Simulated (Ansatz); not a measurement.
Molecule: GeBr$_{2}$ (charge 0, singlet). 
Coordinates optimised at B3LYP-D3(BJ)/def2-TZVP (Ansatz, an electronic-structure program):
```xyz
3

Ge    -0.0024    -0.0017     1.0279
Br     1.0252    -1.5196    -0.4700
Br    -1.0230     1.5212    -0.4697
```

Basis-set convergence of Hartree-Fock and CCSD correlation energies (hartree) with Ansatz. Correlated levels leave the core frozen unless marked. No spin-orbit coupling. Frozen are the shells of the preceding noble gas and the d and f shells that filled before the atom's block. No relativistic terms.

| basis | functions | E(HF) | E(corr, CCSD) |
|---|---|---|---|
| cc-pVDZ | 81 | -7220.19794 | -0.32697 |
| cc-pVTZ | 129 | -7220.42567 | -0.44018 |
| cc-pVQZ | 204 | -7220.43455 | -0.48076 |

Extrapolating the two largest sets (X = 3 and 4) as X^-3: E(corr) = (64·(-0.48076) - 27·(-0.44018))/37 = -0.5104 Eh, an estimate of the basis-set limit. The largest set recovers 94.2 % of it, the smallest 64.1 %.
